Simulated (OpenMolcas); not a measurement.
# Sn III: from CASSCF to CASPT2

* Program: OpenMolcas 26.06
* Basis: ANO-R3 [8s7p5d3f2g1h]
* Scalar Hamiltonian: X2C, finite nucleus
* Active space: 2 electrons in 4 orbitals (5s 5p)
* State averaging: 2S+1 = 3 even, 3 roots; 2S+1 = 1 even, 7 roots; 2S+1 = 3 odd, 3 roots; 2S+1 = 1 odd, 3 roots
* Spin-orbit coupling: RASSI with atomic mean-field integrals over the reference wave functions, term energies averaged over their components

Methods on the same reference wave functions:
A. CASSCF
B. SS-CASPT2, IPEA 0.25 Eh, imaginary shift 0.1 Eh (closed shells correlated: 4d)
C. MS-CASPT2, IPEA 0.25 Eh, imaginary shift 0.1 Eh (closed shells correlated: 4d)

Energies in cm⁻¹ above 5s² ¹S₀, the measured ground level; measured values from Moore, Atomic Energy Levels, vol. III, NSRDS-NBS 35 (1971 reprint of NBS Circular 467, 1958).

```csv
Level,A,B,C,Measured
5s² ¹S₀,0.0,0.0,0.0,0.0
5s 5p ³P°₀,48536,53260,53950,53548
5s 5p ³P°₁,50022,54700,55380,55196
5s 5p ³P°₂,53325,58050,58740,59229
5s 5p ¹P°₁,85265,78500,79190,79911
5p² ³P₀,123299,127350,128040,127308
5p² ³P₁,125360,129660,130350,130120
5p² ³P₂ [54 %],127873,130720,131400,
5p² ¹D₂ [54 %],136997,135050,135740,
5p² ¹S₀,157116,151020,152400,
```

Deviations, from unrounded energies. A percentage is the sum of absolute deviations over the sum of measured energies, with the sign that they share, or ± where signs differ.

| Against measurement | Levels | A | B | C |
| --- | --- | --- | --- | --- |
| mean absolute deviation (cm-1) | 6 | 5000 | 640 | 460 |
| other configurations (%) | 6 | ±6.0 | ±0.8 | ±0.5 |

C lies closest to measurement on these levels and A furthest from it. The largest miss of C in the table is 5p² ³P₀, by +730 cm-1. The ranking rests on the paired levels alone, and a cruder setting can come out closer through cancelling errors.

Between B and C the level of the table that moves most is 5p² ¹S₀, by 1400 cm-1 (lowest in B, highest in C). Moves below CASPT2's spread within the term are not significant.

The lowest spin-free term lies below A's lowest term by 0.474 hartree in B, 0.477 hartree in C.

CASPT2 does not keep the components of a term degenerate, so their means are used; among the terms shown or strongly mixed into the levels shown the widest spread is 18 cm-1 (5p² ¹D, C). Over all roots computed the reference weight is 0.88 to 0.94 in B, 0.88 to 0.94 in C; the roots of lowest weight are the least certain, and an intruder state may touch them. The ¹D term of p² mixes with s d, which this space lacks. Some levels mix across a computed gap that differs much from the measured one, so their mixing is not that of the real levels (holds for A). Measured partners are found by configuration, term and J. A level has none where our copy of the source lacks it or the pairing is in doubt (some pairs that miss far off the trend of their configuration count as doubtful), and it then counts in no deviation. Only configurations of the active space appear.

A share in square brackets marks a mixed level and gives the weight of the term that names it, the lowest over the columns. ° marks odd parity.
